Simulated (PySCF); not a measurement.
Polarisability and C₆ of V⁺ (vanadium, charge +1)

[Ar] 3d4, high-spin 5D determinant. Computed with PySCF 2.14 in aug-cc-pwCVTZ (10s9p7d4f3g, 127 functions), with the non-relativistic Hamiltonian (point nucleus). Coupled (time-dependent) response in atomic units; α is the mean over directions.

```tsv
method	mean α (bohr³)	α xx, yy, zz	C₆ (like pair)	S(−4)
PBE0	15.65	12.48, 12.48, 21.97	59.01	367.5
```

S(−4) is the Cauchy moment in α(ω) = α(0) + S(−4) ω² + …

α(iu) at PBE0:

```tsv
u (hartree)	α(iu) (bohr³)
0	15.65
0.0500	14.80
0.100	12.95
0.200	9.509
0.300	7.405
0.500	5.157
0.750	3.697
1.00	2.836
1.50	1.860
2.00	1.320
3.00	0.7628
5.00	0.3501
```

A single London oscillator, α(iu) = α/(1 + u²/ω²), gives C₆ = (3/4) ω α². Matching the computed C₆ needs ω = 4 × 59.01 / (3 × 15.65²) = 0.321 hartree.

For an ion, C₆ is the dispersion term alone; charge-induced terms of lower order in 1/R come first.

The components differ because the open shell of this determinant is not spherical; for a pure term their mean is the scalar polarisability.
